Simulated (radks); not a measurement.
Values are calculated unless marked as measured or tabulated.
How relativity changes the ionisation of neutral barium ([Xe] 6s2) to Ba+ ([Xe] 6s1). Spin-unpolarised spherical Kohn-Sham, LDA (Slater exchange, Perdew-Wang correlation), point nucleus unless stated (finite: rms radius 4.8378 fm), a radial shooting solver on a logarithmic mesh with Libxc functionals. A level marked "c x" has the speed of light scaled by that factor.

level                        E(Ba) (hartree)  E(Ba+) (hartree)  IE (eV)   HOMO  <r> HOMO (bohr)
non-rel.                          -7880.0891        -7879.8923    5.357     6s            4.878
scalar-rel.                       -8129.3111        -8129.1076    5.539     6s            4.720
scalar-rel., finite nucleus       -8128.9787        -8128.7751    5.538     6s            4.721
Dirac                             -8133.0669        -8132.8634    5.537  6s1/2            4.722
Dirac, finite nucleus             -8132.7331        -8132.5296    5.537  6s1/2            4.722
Dirac, c x 1.25                   -8036.9837        -8036.7828    5.467  6s1/2            4.781
Dirac, c x 1.5                    -7987.2704        -7987.0708    5.432  6s1/2            4.811
Dirac, c x 100                    -7880.1124        -7879.9156    5.357  6s1/2            4.878

NIST Atomic Spectra Database: 5.212 eV (measured). The relativistic part of the total energy of Ba is -252.6 hartree (Dirac, finite nucleus), 3.2 % of the non-relativistic value. Spin polarisation and multiplet splitting of open shells are left out at every level.

Beside tabulated values, note that relativity, absent from the non-relativistic runs, is large for the heavy elements, and spin-unpolarised runs miss the spin-polarisation part of the exchange energy of open shells.
